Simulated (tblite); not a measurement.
Species: C2H5FSi.
SMILES with atom numbers: `[F:1][SiH:2]1[CH2:3][CH2:4]1` (hydrogens: H5 on Si2; H6, H7 on C3; H8, H9 on C4)

Computed with GFN2-xTB (tblite), gas phase: Langevin dynamics at 300 K from the optimised GFN2-xTB geometry, time step 0.5 fs, friction 0.01 fs⁻¹, 2000 steps.

Start geometry:
```
atom  x, y, z in Å
F1      2.171   -0.142   -0.901
Si2     1.076   -0.062    0.283
C3     -0.629   -0.740   -0.088
C4     -0.534    0.811   -0.103
H5      1.790   -0.095    1.529
H6     -1.244   -1.160    0.694
H7     -0.838   -1.205   -1.042
H8     -1.092    1.319    0.670
H9     -0.686    1.280   -1.066
```

The statistics below take the 31 frames saved every 25 fs from 250 to 1000 fs; their kinetic temperature (all 3N coordinates) averages 334 K.

Problem. How do the bond lengths spread?

Solution. 
| bond | start (Å) | mean (Å) | standard deviation (Å) | shortest (Å) | longest (Å) |
| --- | --- | --- | --- | --- | --- |
| F1–Si2 | 1.615 | 1.620 | 0.030 | 1.561 | 1.702 |
| Si2–C3 | 1.871 | 1.877 | 0.029 | 1.808 | 1.949 |
| C3–C4 | 1.554 | 1.564 | 0.038 | 1.468 | 1.636 |
| Si2–C4 | 1.872 | 1.878 | 0.039 | 1.788 | 1.951 |
| Si2–H5 | 1.437 | 1.446 | 0.041 | 1.357 | 1.522 |
| C3–H6 | 1.081 | 1.086 | 0.030 | 1.037 | 1.171 |
| C3–H7 | 1.082 | 1.084 | 0.030 | 1.014 | 1.146 |
| C4–H8 | 1.081 | 1.087 | 0.036 | 1.027 | 1.166 |
| C4–H9 | 1.082 | 1.085 | 0.022 | 1.041 | 1.138 |

Problem. Give the same statistics for bond angles, one of each kind.

Solution. 
```
    angle  start (°)  mean (°)  standard deviation (°)  smallest (°)  largest (°)
F1–Si2–C3      117.0     116.5                     5.7         106.1        125.1
F1–Si2–H5      107.3     106.7                     4.8          98.7        116.8
C3–Si2–C4       49.1      49.2                     1.1          47.0         51.4
C3–Si2–H5      128.1     128.3                     5.7         117.5        138.4
Si2–C3–C4       65.5      65.4                     1.5          62.7         68.6
Si2–C3–H6      121.1     120.5                     5.3         108.9        133.6
Si2–C3–H7      120.5     119.4                     5.7         104.6        131.5
 C4–C3–H6      115.5     115.0                     4.7         105.6        124.0
 C4–C3–H7      115.6     114.8                     5.3         103.4        124.2
 H6–C3–H7      111.1     112.6                     6.1         101.9        124.5
```

Problem. How widely does the potential energy scatter, against a harmonic estimate?

Solution. Mean 0.31 eV above the start, standard deviation 0.100 eV, range 0.15 to 0.55 eV. For 21 classical harmonic modes at 300 K the canonical values are 21kT/2 = 0.27 eV and kT·√(21/2) = 0.084 eV.

The run is classical and short, so these are rough statistics of one trajectory.

What follows is the cost of the whole dynamics run. Time: 18 s; peak memory 0.18 GiB. Hardware: an Intel Xeon at 2.50 GHz with one thread, on a shared host.
